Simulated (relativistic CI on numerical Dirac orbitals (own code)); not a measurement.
Computed by Dirac-Coulomb-Breit CI, separate exchange-only KLI orbitals for each configuration, model QED (radiative potential, 1s self-energy scaled to tabulated hydrogen-like ionisation energies), unscaled Slater integrals (own radial code, finite nucleus).

The strongest absorption lines from the ground level of an ion, among the configurations computed and to levels below about 2770 eV (vacuum wavelength in Å, gf): 4.5628 (0.11), 4.6075 (0.064), 5.9128 (0.0015), 6.2918 (0.073), 6.3734 (0.28), 6.5318 (0.23), 48.582 (0.51), 113.68 (0.051).

**Question.** Which ion is it?
A. Eu LII
B. Pr XLVIII
C. Pr L
D. Pr XLVI

**Answer.** B. Pr XLVIII has 12 electrons and the ground level 3s² ¹S0; the strongest line goes to 3s3p ¹P°1. The pattern of lines fixes the number of electrons, and along that sequence the line energies rise steadily with the charge (about as its square where n changes within one kind of shell, about linearly where n is kept but much faster in heavy ions where fine structure, which grows about as Z⁴, sets the gap, and irregularly where shells cross), which fixes Z. Configurations outside the model, such as inner-shell arrays, can give stronger lines. At this charge energies of transitions that change n are usually good to better than 1 %, and those within a shell (Δn = 0) to a few per cent.

LS names give the leading component of a level, which can be under half, so a name can repeat, a term be missing and a line seem to break the LS rules.
